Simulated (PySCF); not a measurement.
Unknowns

[PySCF: GIAO PBE0/pcSseg-1 shieldings; coordinates at the GFN2-xTB level; non-relativistic Hamiltonian; equivalent nuclei averaged; in vacuum; a single conformation]

Referencing at the same level of theory: ¹H and ¹³C against TMS. Splittings of carbon signals by F and P are missing where no couplings were computed. Where no couplings were computed, multiplicities follow the n + 1 count of equivalent neighbours, and m marks all less simple cases (inequivalent or close neighbours, rings, F or P nearby). Acid and N–H amide carbonyl carbons lie up to 10 ppm further downfield in solution (hydrogen bonding). Shifts are as computed. Against solution values, carbons near 30 ppm lie about +3 ppm off and those near 130 ppm about +5 ppm. Of 1211 compounds with measured shifts, 218 miss one by over three times the rms of a fit or turn the order of signals round; such compounds aren't used in these exercises. OH and NH positions are gas-phase values without hydrogen bonding to other molecules.

Problem. C₈H₉OP. ¹H NMR (400 MHz, computed): δ 7.55 (m, 1H), 7.20 (m, 1H), 6.87 (m, 1H), 2.13 (s, 3H), 1.60 (m, 3H). ¹³C{¹H} NMR (computed): δ 148.0, 144.6, 132.7, 121.1, 108.3, 86.4, 16.6, 6.2. Identify the compound.

Solution. SMILES CC#CP(C)c1ccoc1. 8 carbon signals for 8 carbons: no two carbons are equivalent. Carbon types of the structure: 3 × C, 3 × CH, 2 × CH3, which accounts for all hydrogens. δC 148.0, 144.6: aromatic CH next to the ring oxygen. δC 132.7: substituted aromatic carbon. δC 121.1: aromatic CH. δC 108.3, 86.4: alkyne carbon.

This is the structure that produced the data.

Problem. C₅H₆O₂. ¹H NMR (600 MHz, computed): δ 7.39 (m, 1H), 6.93 (br s, 1H), 6.55 (m, 1H), 6.15 (br s, 1H), 6.04 (br s, 1H), 5.83 (m, 1H). ¹³C{¹H} NMR (computed): δ 169.9, 140.8, 140.3, 140.2, 131.3. Give a structure.

Solution. `C=CC(=C)C(=O)O`. Rings plus π bonds: 3 (no ring in the answer). 5 carbon signals for 5 carbons: no two carbons are equivalent. Carbon types of the structure: 2 × C, 1 × CH, 2 × CH2, leaving 1 H on heteroatoms. δC 169.9: carboxylic acid carbon; lone-pair donation from the attached heteroatom keeps it upfield of a ketone carbonyl. δC 140.3: alkene CH; the olefinic region. δC 140.2: α carbon of a C=C–C=O unit; the olefinic region. δC 131.3: terminal =CH2 carbon; the olefinic region.

This is the structure that produced the data.
